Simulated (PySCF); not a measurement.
Si(F)2(Me)(SeH) (CH4F2SeSi), SMILES C[Si](F)(F)[SeH]. Atoms are numbered in the order given.

```xyz
9

C     -2.0967    -0.8847     0.3600
Si    -0.7289     0.3401     0.1797
F     -0.6463     1.2174     1.5352
F     -1.0459     1.3777    -1.0170
Se     1.2912    -0.5293    -0.3351
H     -1.8801    -1.5913     1.1754
H     -3.0398    -0.3669     0.5943
H     -2.2259    -1.4571    -0.5698
H      1.2604    -1.3974     0.8534
```

Coordinates come from a PBE0-D3(BJ)/def2-SVP optimisation. The structure was generated by enumeration, and PubChem lists no compound with its InChIKey, so it may never have been made. The values are those of a single conformer.

These are PBE/pcSseg-1 in PySCF values and carry that method's errors.

GIAO shieldings, no solvent; atoms listed in one row are averaged. δ = σ(ref) − σ: ¹³C against TMS (σ = 182.0 ppm); ²⁹Si against TMS (σ = 335.4 ppm); ¹⁹F against CFCl3 (σ = 133.6 ppm); ⁷⁷Se against Me2Se (σ = 1634.8 ppm); ¹H against TMS (σ = 31.49 ppm), references at their B3LYP-D3(BJ)/def2-TZVP geometries, non-relativistic.

```tsv
nucleus	atoms	count	δ (ppm)
¹³C	C1	1	6.6
²⁹Si	Si2	1	24.8
¹⁹F	F3	1	-129.1
¹⁹F	F4	1	-155.4
⁷⁷Se	Se5	1	-401.9
¹H	H6, H7, H8	3	0.85
¹H	H9	1	0.67
```
